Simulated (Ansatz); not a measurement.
The cluster Mg₄S₄⁻. The state is a doublet with charge -1. Geometry r2SCAN-D4/def2-SVPD.

```xyz
8

Mg    0.798   -2.556   -2.002
Mg   -1.331   -1.561   -0.341
Mg    2.074    1.430    0.270
Mg   -1.012    1.226    0.874
S     1.266   -1.160    0.182
S     0.435    0.109   -1.389
S     0.582    2.781    1.508
S    -2.813   -0.270    0.897
```

At HF/def2-TZVPD, r2SCAN-D4/def2-TZVPD, PBE0-D4/def2-TZVPD, BHLYP-D4/def2-TZVPD the charge -1 doublet is spin-contaminated (final ⟨S²⟩ up to 1.42, 0.75 for a pure state). Another isomer (doublet) lies 3.00 eV lower at PBE0-D4/def2-TZVPD; other spin states weren't run for this one.

Problem. Estimate the α-spin orbital energies around the gap (eV) in Ansatz with HF/def2-TZVPD, PBE-D4/def2-TZVPD, r2SCAN-D4/def2-TZVPD, PBE0-D4/def2-TZVPD, BHLYP-D4/def2-TZVPD.

Solution. 
```
orbital  HF/def2-TZVPD  PBE-D4/def2-TZVPD  r2SCAN-D4/def2-TZVPD  PBE0-D4/def2-TZVPD  BHLYP-D4/def2-TZVPD
 HOMO−5          -6.38              -2.71                 -2.98               -3.85                -4.77
 HOMO−4          -6.03              -2.58                 -2.78               -3.61                -4.47
 HOMO−3          -5.52              -1.92                 -2.15               -3.01                -3.95
 HOMO−2          -5.07              -1.80                 -1.98               -2.78                -3.58
 HOMO−1          -4.51              -1.56                 -1.76               -2.37                -3.00
   HOMO          -2.57              -0.46                 -0.56               -0.95                -1.31
   LUMO           2.74               0.07                  0.17                0.48                 1.03
 LUMO+1           2.98               0.43                  0.51                1.26                 2.03
 LUMO+2           3.24               1.47                  1.58                1.92                 2.53
 LUMO+3           3.54               1.64                  1.91                2.15                 2.62
 LUMO+4           3.74               1.87                  2.24                2.25                 2.68
 LUMO+5           3.89               1.98                  2.34                2.49                 3.01
 β HOMO          -4.70              -1.42                 -1.61               -2.26                -2.93
 β LUMO           2.69               0.17                  0.41                0.64                 1.06
```
